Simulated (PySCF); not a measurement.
## Relaxation of singlet HMnO3

Level of theory: PySCF, B3LYP, basis Mn def2-SVP, O def2-SVP, H def2-SVP (no relativity, density fitting). A (50,194) grid was used.

A start displaced from a saddle point along its imaginary mode, of Cs symmetry, held to at least that symmetry:

```xyz
5
charge 0 multiplicity 1, angstrom
Mn   -0.1266   -0.0016    0.0000
O     1.0012    1.1922    0.0000
O    -1.6567   -0.0003    0.0000
O     0.9918   -1.1940    0.0000
H     1.5625    0.1200    0.0000
```

Optimiser trace:
```json
{"step": "0", "E − E(last) (kJ/mol)": "180.07", "largest gradient (Eh/bohr)": "0.03140"}
{"step": "1", "E − E(last) (kJ/mol)": "164.63", "largest gradient (Eh/bohr)": "0.04650"}
{"step": "2", "E − E(last) (kJ/mol)": "139.13", "largest gradient (Eh/bohr)": "0.05232"}
{"step": "3", "E − E(last) (kJ/mol)": "110.68", "largest gradient (Eh/bohr)": "0.03996"}
{"step": "4", "E − E(last) (kJ/mol)": "83.21", "largest gradient (Eh/bohr)": "0.12470"}
{"step": "5", "E − E(last) (kJ/mol)": "33.01", "largest gradient (Eh/bohr)": "0.02074"}
{"step": "6", "E − E(last) (kJ/mol)": "18.01", "largest gradient (Eh/bohr)": "0.02305"}
{"step": "7", "E − E(last) (kJ/mol)": "13.19", "largest gradient (Eh/bohr)": "0.02597"}
{"step": "8", "E − E(last) (kJ/mol)": "7.24", "largest gradient (Eh/bohr)": "0.02265"}
{"step": "9", "E − E(last) (kJ/mol)": "1.82", "largest gradient (Eh/bohr)": "0.00827"}
{"step": "10", "E − E(last) (kJ/mol)": "0.59", "largest gradient (Eh/bohr)": "0.00862"}
{"step": "11", "E − E(last) (kJ/mol)": "0.13", "largest gradient (Eh/bohr)": "0.00141"}
{"step": "12", "E − E(last) (kJ/mol)": "0.05", "largest gradient (Eh/bohr)": "0.00160"}
{"step": "13", "E − E(last) (kJ/mol)": "0.02", "largest gradient (Eh/bohr)": "0.00089"}
{"step": "14", "E − E(last) (kJ/mol)": "0.01", "largest gradient (Eh/bohr)": "0.00075"}
{"step": "15", "E − E(last) (kJ/mol)": "0.00", "largest gradient (Eh/bohr)": "0.00051"}
{"step": "16", "E − E(last) (kJ/mol)": "0.00", "largest gradient (Eh/bohr)": "0.00026"}
```

It ends at Cs with Mn–O 1.542 Å, Mn–O 1.545 Å, Mn–O 1.717 Å, O–H 0.970 Å; H–O–Mn 123.3°, O–Mn–O 118.6°, O–Mn–O 119.8°, O–Mn–O 121.7° (after a last refinement on a finer grid). A frequency run shows a minimum. Other isomers or separated fragments may lie lower.

Final geometry:
```xyz
5
charge 0 multiplicity 1, angstrom
Mn   -0.0302   -0.0335    0.0000
O     1.0653    1.2883    0.0000
O    -1.5498    0.2309    0.0000
O     0.4649   -1.4975    0.0000
H     2.0296    1.1812    0.0000
```

Stability towards spin polarisation was not tested.

The relaxation took of the order of 2.5 core-minutes on a shared host.
